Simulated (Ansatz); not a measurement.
C2H5S (SMILES C[CH]S), doublet, at a GFN2-xTB geometry; HF/STO-3G run with Ansatz (a quantum-chemistry and plane-wave program).

Here is a job for Ansatz.
Ansatz 0.2 input:
```yaml
crystal:
  periodic: [false, false, false]
  atoms:
    - {symbol: C, position_ang: [1.53299942, 0.71450865, -0.07982546]}
    - {symbol: C, position_ang: [0.06095953, 0.70378944, -0.22714829]}
    - {symbol: S, position_ang: [-0.80517238, -0.73669354, 0.18351772]}
    - {symbol: H, position_ang: [-2.02845725, -0.24935278, -0.03240556]}
    - {symbol: H, position_ang: [-0.41201640, 1.36171374, -0.93464300]}
    - {symbol: H, position_ang: [1.87938030, 1.72772034, 0.12702719]}
    - {symbol: H, position_ang: [1.83695475, 0.06093026, 0.73566701]}
    - {symbol: H, position_ang: [2.04314293, 0.37629641, -0.99008672]}
basis:
  gaussian:
    orbitals: STO-3G
hamiltonian:
  xc: hf
magnetization: {spin_polarized: true, initial_magnetization: 1}
```

**Question.** Predict the main parts of the log of this Ansatz run.

**Answer.** 
```
Functional definition: HF
302 factors; integrals over basis functions are off by at most 3.4e-5 eV
mean field evaluation 1: about -12811.1450 eV, gradient 9.0e0 eV
mean field evaluation 2: about -12811.2716 eV, gradient 8.9e0 eV
mean field evaluation 4: about -12812.2331 eV, gradient 1.3e0 eV
mean field evaluation 8: about -12812.2786 eV, gradient 1.5e-2 eV
mean field -12812.27855742 eV, -470.8425525107 hartree, gradient 6.8e-5 eV, S^2 0.764288; 0 other end points of the search recorded, 0 dependent functions left out
reference -12812.27855742 eV, -470.8425525107 hartree; 17, 16 occupied and 7, 8 virtual orbitals, 302 factors
Total energy: -12812.27855742 eV, -470.8425525107 hartree
```
